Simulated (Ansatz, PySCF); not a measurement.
Torsion H3–C1–O2–H6 in CH4O (SMILES CO); at each angle all else is relaxed with GFN2-xTB, and the levels are single points there.
Geometry at 60° (charge 0, multiplicity 1):
```xyz
6

C     -0.37923    -0.03629     0.00139
O      0.91067    -0.44471    -0.38224
H     -0.51986    -0.10183     1.08573
H     -1.15568    -0.62928    -0.49442
H     -0.47913     1.00303    -0.30576
H      1.04451    -1.35876    -0.11085
```

On the grid 0° to 120°, 120° is the highest and 60° the lowest point at CCSD(T)/CBS(cc-pVTZ, cc-pVQZ).

Cores are frozen in the correlated methods. CBS(a, b) extrapolates the correlation energy as X⁻³ and adds the Hartree–Fock energy of set b.

The values were computed with Ansatz (an electronic-structure program) with Gaussian orbitals; PySCF for the dispersion terms. Each number belongs to the level named beside it.

PBE/def2-TZVPP gives 4.1 kJ/mol for the energy at 120° less that at 60°.

Predict the shift from PBE, with its sign, for: PBE-D3(BJ)/def2-TZVPP, r2SCAN/def2-TZVPP, B3LYP/def2-TZVPP, wB97M-V/def2-TZVPP, MP2/CBS(cc-pVTZ, cc-pVQZ), CCSD(T)/CBS(cc-pVTZ, cc-pVQZ).

PBE-D3(BJ)/def2-TZVPP 0.0; r2SCAN/def2-TZVPP 0.4; B3LYP/def2-TZVPP -0.1; wB97M-V/def2-TZVPP -0.2; MP2/CBS(cc-pVTZ, cc-pVQZ) 0.1; CCSD(T)/CBS(cc-pVTZ, cc-pVQZ) 0.0 kJ/mol. 3 of 6 lie above PBE; the widest gap is to r2SCAN/def2-TZVPP.

Measured: V3 of the three-fold top 373.594 ± 0.007 cm⁻¹ = 1.07 kcal/mol [Ozier and Moazzen-Ahmadi, CRC Handbook].
